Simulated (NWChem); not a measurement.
benzoquinone (C6H4O2); SMILES O=C1C=CC(=O)C=C1

```xyz
12

O      0.0000    -2.6873     0.0000
C      0.0000    -1.4560     0.0000
C      1.2696    -0.6776     0.0000
C      1.2696     0.6776     0.0000
C      0.0000     1.4560     0.0000
O      0.0000     2.6873     0.0000
C     -1.2696     0.6776     0.0000
C     -1.2696    -0.6776     0.0000
H      2.1957    -1.2737     0.0000
H      2.1957     1.2737     0.0000
H     -2.1957     1.2737     0.0000
H     -2.1957    -1.2737     0.0000
```
Atoms are numbered in this order, from 1.

All runs: NWChem. All runs use the structure optimised with PBE-D3(BJ)/def2-SVP. Vzz is the largest principal value of the second derivative of the potential at the nucleus (NWChem prints the opposite sign); η is the asymmetry. Non-relativistic.

Q: Estimate the computed values for PBE/def2-SVP. Quantities: Vzz O6 (a.u.); η O6.

A: 
| Property | Value |
|---|---|
| Vzz O6 (a.u.) | -2.024 |
| η O6 | 0.44 |
